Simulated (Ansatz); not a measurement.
Input file for Ansatz (a program for electronic structure): U-CCSD(T)/cc-pVTZ on BrF, a point of a bond scan (R = 4.791 Å). The run froze 15 orbitals, filled d shells among them.

Ansatz 0.2 input:
```yaml
crystal:
  periodic: [false, false, false]
  atoms:
    - {symbol: Br, position_ang: [-0.00000000, -0.00000000, -0.36293761]}
    - {symbol: F, position_ang: [0.00000000, 0.00000000, 4.42783887]}
basis:
  gaussian:
    orbitals: cc-pVTZ
correlation: {method: ccsd_t, electrons: outside_noble_gas}
scf: {omitted_lower_state_checks: [cluster_reference]}
magnetization: {spin_polarized: true, initial_magnetization: 0}
```

Task: Predict the final total energy.

Result: -2672.2231 hartree (reference determinant -2671.8507, T1 diagnostic 0.006). Its determinant has ⟨S²⟩ = 1.01, a mixture of spin states.

Task: How many basis functions does it have, and what does it roughly cost on one machine?

Result: 73 functions; roughly 11 core-seconds.
